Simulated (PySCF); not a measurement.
**Broadened absorption spectrum of C4H12N2Si**

Compound: C4H12N2Si.
SMILES with atom numbers: `[CH2:1]=[CH:2][CH2:3][CH2:4][SiH:5]([NH2:6])[NH2:7]` (hydrogens: H8, H9 on C1; H10 on C2; H11, H12 on C3; H13, H14 on C4; H15 on Si5; H16, H17 on N6; H18, H19 on N7)

Method used: TDDFT B3LYP/def2-SVPD, vertical, gas phase, core orbitals frozen in the response in PySCF. Geometry: GFN2-xTB, one conformer, isolated molecule.

Computed states:

```
state  E (eV)       f
   S1    5.84   0.016
   S2    6.06   0.035
   S3    6.32  0.0066
   S4    6.37  0.0007
   S5    6.44   0.025
   S6    6.85   0.016
   S7    6.90   0.012
   S8    7.00   0.038
```

Broadening: Gaussians 0.5 eV wide at half height, area fixed by f = 4.319×10⁻⁹ ∫ε dν̃. The width is an assumption, not a result. The curve ends short of the highest state used, and states not computed would add to its high-energy end.

Question: Give the broadened spectrum and its maxima.

Answer: 
| λ (nm) | ε (L mol⁻¹ cm⁻¹) |
| --- | --- |
| 193.6 | 2404 |
| 195.1 | 2496 |
| 196.5 | 2583 |
| 197.9 | 2668 |
| 199.3 | 2747 |
| 200.8 | 2818 |
| 202.2 | 2863 |
| 203.6 | 2877 |
| 205.0 | 2852 |
| 206.5 | 2776 |
| 207.9 | 2658 |
| 209.3 | 2497 |
| 210.7 | 2301 |
| 212.2 | 2062 |
| 213.6 | 1824 |
| 215.0 | 1582 |
| 216.4 | 1346 |
| 217.9 | 1108 |
| 219.3 | 906 |
| 220.7 | 727 |
| 222.1 | 572 |
| 223.6 | 434 |
| 225.0 | 329 |
| 226.4 | 245 |
| 227.8 | 179 |
| 229.3 | 126 |
| 230.7 | 89 |
| 232.1 | 62 |
| 233.5 | 42 |
| 234.9 | 28 |
| 236.4 | 18 |
| 237.8 | 12 |
| 239.2 | 8 |
| 240.6 | 5 |
| 242.1 | 3 |
| 243.5 | 2 |

Maxima: 203 nm (6.09 eV), ε about 2900, made up of S1 (15%), S2 (65%) and S5 (12%) (ε in L mol⁻¹ cm⁻¹; maxima over ε = 5, shares over 10%).

Question: Coming from long wavelengths, where does ε first pass 100 L mol⁻¹ cm⁻¹?

Answer: At about 230 nm (5.39 eV), 0.46 eV below S1.

Question: What would ε be at 6.09 eV, the highest of these maxima, with half the width (0.25 eV)?

Answer: About 3850 L mol⁻¹ cm⁻¹ against 2880, a factor of about 1.3; a lone state at its own centre would give exactly 2.

Question: On this curve, what absorbance would a 10⁻⁴ mol/L sample give at 222 nm over a 1 cm path?

Answer: 222 nm is 5.585 eV, where ε is about 580 L mol⁻¹ cm⁻¹, so A = ε c l ≈ 0.058 (Beer–Lambert, with the gas-phase spectrum and the assumed width).
